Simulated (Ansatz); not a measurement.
Job for Ansatz (a first-principles code): R-CCSD(T)/aug-cc-pVDZ on CH10Ge2 (a complex), monomers drawn apart or pushed together. The run froze 29 orbitals, filled d shells among them.

Ansatz 0.2 input:
```yaml
crystal:
  periodic: [false, false, false]
  atoms:
    - {symbol: Ge, position_ang: [-0.18822438, -1.40850771, 0.65348644]}
    - {symbol: Ge, position_ang: [-0.36985753, 0.98919005, 0.25952059]}
    - {symbol: H, position_ang: [0.16948168, -2.13197227, -0.65748595]}
    - {symbol: H, position_ang: [-1.52506734, -1.97019722, 1.16954011]}
    - {symbol: H, position_ang: [0.90448815, -1.71286358, 1.69103819]}
    - {symbol: H, position_ang: [1.02862300, 1.61726476, 0.12085287]}
    - {symbol: H, position_ang: [-1.10313402, 1.68200210, 1.42010308]}
    - {symbol: H, position_ang: [-1.15310441, 1.25490308, -1.03893994]}
    - {symbol: C, position_ang: [0.37193893, 0.27856651, 3.78913936]}
    - {symbol: H, position_ang: [-0.64491002, 0.18195918, 3.41146800]}
    - {symbol: H, position_ang: [0.78419789, -0.71080686, 3.98046591]}
    - {symbol: H, position_ang: [0.98688540, 0.79061436, 3.05034567]}
    - {symbol: H, position_ang: [0.36085040, 0.85515858, 4.71297299]}
basis:
  gaussian:
    orbitals: aug-cc-pVDZ
magnetization: {spin_polarized: false}
correlation: {method: ccsd_t, electrons: outside_noble_gas}
scf: {lower_state_search: off}
```

It printed:

```
WARN ansatz: RAYON_NUM_THREADS=1 ignored (pool sized by the plan → 1); use --threads N
Functional definition: HF
these checks for a lower state are left out or cut short: stability, starts, cluster_reference, orbital_swaps, neighbouring_geometries, increment
integrals: 0.82 GiB planned
1889 factors; integrals over basis functions are off by at most 1.0e-3 eV
mean field: 0.90 GiB planned
mean field evaluation 1: about -114131.4099 eV, gradient 2.7e1 eV
mean field evaluation 2: about -114131.4362 eV, gradient 2.7e1 eV
mean field evaluation 4: about -114133.9615 eV, gradient 2.4e0 eV
mean field evaluation 8: about -114133.9960 eV, gradient 3.6e-4 eV
mean field -114133.99600057 eV, -4194.3469902200 hartree, gradient 2.4e-6 eV, S^2 0.000000; 0 other end points of the search recorded, 0 dependent functions left out
29 core orbitals not correlated
reference -114133.99600057 eV, -4194.3469902200 hartree; 11, 11 occupied and 145, 145 virtual orbitals, 1889 factors
second order -10.59118442 eV of doubles, -0.00000000 eV of singles
coupled cluster: 1.97 GiB planned
cycle   1  -12.05822140 eV  change    -1.5e0 eV  update   8.7e-2
cycle   2  -12.55800056 eV  change   -5.0e-1 eV  update   2.8e-2
cycle   3  -12.58337967 eV  change   -2.5e-2 eV  update   6.8e-3
cycle   4  -12.58074413 eV  change    2.6e-3 eV  update   2.3e-3
cycle   5  -12.58005950 eV  change    6.8e-4 eV  update   6.6e-4
cycle   6  -12.57996321 eV  change    9.6e-5 eV  update   1.9e-4
cycle   7  -12.57995306 eV  change    1.0e-5 eV  update   5.1e-5
cycle   8  -12.57995759 eV  change   -4.5e-6 eV  update   1.5e-5
perturbative correction -0.32199282 eV, -0.0118330179 hartree
Total energy: -114146.89795099 eV, -4194.8211281525 hartree
Checks for a lower state left out: stability, starts, cluster_reference, orbital_swaps, neighbouring_geometries, increment
```

Self-consistency was reached.

Cost: around 40 core-seconds (rough).
